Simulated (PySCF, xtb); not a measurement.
FH6NOSi2, SMILES O[Si@H](F)N[SiH3].

GFN2-xTB in xtb 6.7.1 at its own geometry gives an orbital gap of 5.59 eV and a dipole moment of 3.01 D.

Geometry: PBE0-D3(BJ)/def2-SVP. The structure was generated by enumeration; whether it is a known compound was not checked. One conformer was computed; it need not be the lowest.

Q: What does ωB97X/def2-TZVP (PySCF) give? (Estimate from the structure and the level; the computed values follow.)

A: gap 12.62 eV (levels -10.53 and 2.10 eV), dipole 2.87 D.
